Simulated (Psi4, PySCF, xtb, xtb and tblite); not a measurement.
Conformational energy of octyltrichlorosilane, SMILES CCCCCCCC[Si](Cl)(Cl)Cl (C8H17Cl3Si). Scanned: dihedral C4–C3–C2–C1; all other coordinates were relaxed at GFN2-xTB. Points at φ and −φ are mirror images.

Atom numbering (GFN2-xTB optimised geometry, Å):
```
29

C     -4.4843     0.5215    -0.1403
C     -3.7488    -0.4701     0.7536
C     -2.2964    -0.0760     1.0244
C     -1.4070    -0.1526    -0.2148
C      0.0540     0.1446     0.1166
C      0.9421     0.0603    -1.1231
C      2.3955     0.4573    -0.8622
C      3.1280    -0.5382     0.0444
Si     4.9714    -0.1286     0.2988
Cl     5.1712     1.7116     1.1143
Cl     5.8147    -1.4905     1.5385
Cl     5.9472    -0.1639    -1.4731
H     -5.5307     0.2399    -0.2345
H     -4.4360     1.5227     0.2827
H     -4.0508     0.5467    -1.1365
H     -4.2740    -0.5380     1.7094
H     -3.7730    -1.4606     0.2933
H     -2.2685     0.9394     1.4269
H     -1.8905    -0.7441     1.7884
H     -1.7537     0.5619    -0.9630
H     -1.4812    -1.1526    -0.6493
H      0.3957    -0.5680     0.8695
H      0.1298     1.1461     0.5467
H      0.9114    -0.9561    -1.5224
H      0.5364     0.7261    -1.8884
H      2.4214     1.4497    -0.4086
H      2.9165     0.5180    -1.8197
H      2.6292    -0.5692     1.0140
H      3.0305    -1.5375    -0.3857
```

Levels of theory: B3LYP/def2-SVP // GFN2-xTB (Psi4); GFN1-xTB // GFN2-xTB (xtb); RHF/3-21G = restricted Hartree-Fock/3-21G, density fitting // GFN2-xTB run with PySCF 2.14.0; RKS-B3LYP/6-31G* = PySCF with restricted B3LYP/6-31G*, spherical d, density fitting // GFN2-xTB; GFN2-xTB (xtb and tblite); PBE-D3(BJ)/def2-SVP // GFN2-xTB (Psi4).

Energies in eV, each method relative to its own lowest point.

| φ / ° | B3LYP/def2-SVP | GFN1-xTB | RHF/3-21G | RKS-B3LYP/6-31G* | GFN2-xTB | PBE-D3(BJ)/def2-SVP |
|---|---|---|---|---|---|---|
| -150 | 0.069 | 0.045 | 0.075 | 0.066 | 0.054 | 0.068 |
| -120 | 0.142 | 0.088 | 0.151 | 0.139 | 0.109 | 0.137 |
| -90 | 0.077 | 0.039 | 0.076 | 0.078 | 0.053 | 0.065 |
| -60 | 0.038 | 0.019 | 0.040 | 0.040 | 0.028 | 0.020 |
| -30 | 0.141 | 0.093 | 0.160 | 0.145 | 0.124 | 0.119 |
| 0 | 0.240 | 0.154 | 0.266 | 0.248 | 0.214 | 0.217 |
| 30 | 0.141 | 0.093 | 0.160 | 0.145 | 0.124 | 0.119 |
| 60 | 0.038 | 0.019 | 0.040 | 0.040 | 0.028 | 0.020 |
| 90 | 0.077 | 0.039 | 0.076 | 0.078 | 0.053 | 0.065 |
| 120 | 0.142 | 0.088 | 0.151 | 0.139 | 0.109 | 0.137 |
| 150 | 0.069 | 0.045 | 0.075 | 0.066 | 0.054 | 0.068 |
| 180 | 0.000 | 0.000 | 0.000 | 0.000 | 0.000 | 0.000 |

Root-mean-square difference from the PBE-D3(BJ)/def2-SVP profile, itself a level with limits, after the best constant shift (eV): B3LYP/def2-SVP 0.009, GFN1-xTB 0.019, RHF/3-21G 0.015, RKS-B3LYP/6-31G* 0.012, GFN2-xTB 0.013.
